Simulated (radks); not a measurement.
Gd8+, 56 electrons, occupied as [Kr] 4d10 4f6 5s1 5p3 (not the ground configuration). All-electron calculation, non-relativistic Kohn-Sham, PBE, spin-polarised, spherical densities, point nucleus; open shells are filled with parallel spins first (spin-orbit coupling, left out, can overturn this in heavy ions); relativity is left out, which matters for an element this heavy. Program: a radial shooting solver on a logarithmic mesh with Libxc functionals. Some entries of the table are withheld. Estimate them.

| orbital | occ. | eigenvalue (hartree) | <r> (bohr) | r(max) (bohr) |
|---|---|---|---|---|
| 1s up | 1 | -1734.597 | 0.02370 | 0.01571 |
| 1s down | 1 | -1734.583 | 0.02370 | 0.01571 |
| 2s up | 1 | -279.9872 | 0.1009 | 0.08609 |
| 2s down | 1 | -279.9763 | 0.1009 | 0.08609 |
| 2p up | 3 | -266.5981 | 0.08558 | 0.06702 |
| 2p down | 3 | -266.5847 | 0.08558 | 0.06702 |
| 3s up | 1 | -65.28827 | 0.2606 | 0.2399 |
| 3s down | 1 | -65.15775 | 0.2603 | 0.2397 |
| 3p up | 3 | -59.32642 | 0.2504 | 0.2272 |
| 3p down | 3 | -59.20508 | 0.2501 | 0.2270 |
| 3d up | 5 | -48.21254 | 0.2223 | 0.1814 |
| 3d down | 5 | -48.12232 | 0.2219 | 0.1813 |
| 4s up | 1 | -16.46780 | 0.5853 | 0.5464 |
| 4s down | 1 | -16.22028 | 0.5851 | 0.5465 |
| 4p up | 3 | -14.13108 | 0.5982 | 0.5515 |
| 4p down | 3 | -13.88201 | 0.5978 | 0.5516 |
| 4d up | 5 | -9.96105 | 0.6294 | 0.5576 |
| 4d down | 5 | -9.70678 | 0.6283 | 0.5577 |
| 5s up | 1 | -5.51198 | 1.283 | (1) |
| 5s down | 0 | -5.19973 | 1.289 | (2) |
| 4f up | 6 | -4.82168 | 0.7342 | (3) |
| 5p up | 3 | -4.75883 | 1.368 | (4) |
| 4f down | 0 | -4.54796 | 0.7301 | (5) |
| 5p down | 0 | -4.45287 | 1.379 | (6) |

Answer. 
(1) 5s up r(max) (bohr): 1.210
(2) 5s down r(max) (bohr): 1.212
(3) 4f up r(max) (bohr): 0.5438
(4) 5p up r(max) (bohr): 1.282
(5) 4f down r(max) (bohr): 0.5441
(6) 5p down r(max) (bohr): 1.286
